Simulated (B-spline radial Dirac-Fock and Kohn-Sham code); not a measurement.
Z = 81 (thallium), transition energy 337 keV. Level of theory: a Dirac-Hartree-Slater potential of the neutral atom with a Latter tail (no hole, which puts coefficients of high multipoles low close above an edge), finite nucleus with surface currents; a radial atomic solver. Subshells that would emit electrons below 1 keV are left out.

**Question.** A pure transition shows α(K) = 0.130, L1/L2 = 0.235 and L1/L3 = 0.679. What is its multipolarity?
A. E2
B. E3
C. M2
D. M3
E. M1
F. M4
G. E1
H. E4

**Answer.** B. For comparison, α(K), L1/L2, L1/L3 are E1 0.0181, 5.78, 7.37; E2 0.0487, 0.622, 1.33; E4 0.350, 0.156, 0.518; M1 0.236, 9.85, 131; M2 0.776, 6.92, 15.7; M3 2.07, 4.87, 3.63; M4 5.43, 3.71, 1.56.

Values without a named source are computed, but for edge energies of neutral atoms, which are taken from tables.
